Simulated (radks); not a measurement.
Fractional charge and spin in the 5d shell of lead: the spin-up occupation runs from 4 to 5 and the spin-down occupation from 4 to 5; the fullest corner is Pb3+, [Xe] 4f14 6s(up 0.5, down 0.5) 5d(up 5, down 5). Method: scalar-relativistic Kohn-Sham, r2SCAN, spin-polarised, spherical densities, finite nucleus; meta-GGA in the generalised Kohn-Sham scheme; Fermi nuclear charge, rms radius of each element as measured or else 0.836 A^(1/3) + 0.57 fm; computed with a radial shooting solver on a logarithmic mesh with Libxc functionals. Energy (eV) minus the two flat planes that join the four corners (they meet along the diagonal where the two added fractions sum to one electron); zero is where a piecewise linear energy would lie.

down \ up       4     4.5       5
4           0.000  -2.007   0.000
4.5        -2.007   0.253  -1.899
5           0.000  -1.899   0.000

Corners above the fullest one (they belong to Pb4+ and the next ion): (up 5, down 4) 57.551 eV, (up 4, down 5) 57.551 eV, (up 4, down 4) 131.74 eV. With half an added electron in each spin the energy lies 0.253 eV from the planes, and with half an added electron in spin up alone -2.007 eV. The planes are only a guide here: the flat-plane condition holds for ground states with one frontier orbital, while this shell lies below other occupied shells, so the corners above the fullest one are inner-hole states and not the ground states of those ions.
